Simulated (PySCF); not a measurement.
**Structure elucidation problem**

An unknown has the formula C6H9N3Si. Its calculated NMR data are:

$^{1}$H NMR (500 MHz, computed): δ 4.57 (s, 3H), 4.53 (q, 2H), 3.05 (s, 1H), 1.49 (t, 3H).

$^{13}$C{$^{1}$H} NMR (computed): δ 148.2 (C), 142.7 (C), 93.1 (CH), 79.6 (C), 51.4 (CH2), 19.4 (CH3).

- GFN2-xTB structure
- PBE0/pcSseg-1 with gauge-including orbitals
- code: PySCF
- gas phase, no relativistic terms, one computed conformer, one averaged value for each set of equivalent atoms

References, each an isolated molecule treated in the same way: $^{1}$H (σref 31.72) and $^{13}$C (σref 186.93) vs TMS.

**Question.** Propose a structure and justify it.

**Answer.** 
- Rings plus π bonds: 5 (1 ring in the answer).
- 6 carbon signals for 6 carbons: no two carbons are equivalent.
- Carbon types of the structure: 3 × C, 1 × CH, 1 × CH2, 1 × CH3, leaving 3 H on heteroatoms.
- δC 148.2, 142.7: substituted aromatic carbon next to a ring nitrogen.
- δC 93.1: terminal alkyne carbon; the triple bond shields along its axis, which puts it between sp3 and sp2 carbons.
- δC 79.6: alkyne carbon; sp carbons lie upfield of alkene carbons because the cylindrical π system leaves one tensor component strongly shielded.
- δC 51.4: sp3 CH2 bonded to N; the inductive effect lowers its shielding.
- δC 19.4: methyl carbon; a saturated carbon with 1 carbon neighbour and no heteroatom attached.
- δH 4.53: hydrogen on an sp3 CH2 bonded to N; its carbon carries N, hence the downfield position.
- δH 3.05: hydrogen on a terminal alkyne carbon; it lies on the axis of the triple bond, in its shielding cone.

The compound is SMILES n1(CC)nc(C#C)c([SiH3])n1.

The shifts were computed for this structure.

Shifts are as computed. Against solution values, carbons near 30 ppm lie about +3 ppm off and those near 130 ppm about +5 ppm. Of 1211 compounds with measured shifts, 218 miss one by over three times the rms of a fit or turn the order of signals round; such compounds aren't used in these exercises. Multiplicities follow the n + 1 count of equivalent neighbours, as no J values were calculated; m marks all less simple cases, F and P coupling included.
